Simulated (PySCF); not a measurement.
Electron correlation in As³⁺ (arsenic, charge +3)

[Ar] 3d10 4s2, closed-shell 1S. Calculation: PySCF 2.14, in x2c-TZVPPall; scalar relativity by spin-free X2C-1e. Frozen: [Ar] 3d10; 2 electrons correlated.

With two correlated electrons CCSD is exact within the correlated space (frozen core and kept virtual orbitals).

```tsv
level	correlation energy (mhartree)
CCSD	-39.91
```

Diagnostics: T1 = 0.0024, D1 = 0.0034, largest double amplitude 0.098.

Cost of the coupled-cluster step: roughly 0.25 core-seconds, for 2 correlated electrons.

Iterations:

```
CC2 = 0
CCSD nocc = 1, nmo = 34
frozen orbitals [0, 1, 2, 3, 4, 5, 6, 7, 8, 9, 10, 11, 12, 13]
max_cycle = 100
direct = 0
conv_tol = 1e-08
conv_tol_normt = 1e-06
diis_space = 8
diis_start_cycle = 0
Init t2, MP2 energy = -2257.02689811638  E_corr(MP2) -0.0293715480215364
Init E_corr(CCSD) = -0.0293715480216473
cycle = 1  E_corr(CCSD) = -0.0360537906172141  dE = -0.0066822426  norm(t1,t2) = 0.0372193
cycle = 2  E_corr(CCSD) = -0.038384388713423  dE = -0.0023305981  norm(t1,t2) = 0.0147851
cycle = 3  E_corr(CCSD) = -0.0399204518153178  dE = -0.0015360631  norm(t1,t2) = 0.00606976
cycle = 4  E_corr(CCSD) = -0.039911768616385  dE = 8.68319893e-06  norm(t1,t2) = 0.000154506
cycle = 5  E_corr(CCSD) = -0.0399136145194229  dE = -1.84590304e-06  norm(t1,t2) = 8.38053e-06
cycle = 6  E_corr(CCSD) = -0.0399130977845698  dE = 5.16734853e-07  norm(t1,t2) = 1.52008e-06
cycle = 7  E_corr(CCSD) = -0.0399131957509655  dE = -9.79663957e-08  norm(t1,t2) = 3.60342e-07
cycle = 8  E_corr(CCSD) = -0.0399131956133562  dE = 1.37609223e-10  norm(t1,t2) = 1.32006e-08
CCSD converged
E(CCSD) = -2257.037439763968  E_corr = -0.03991319561335624
```
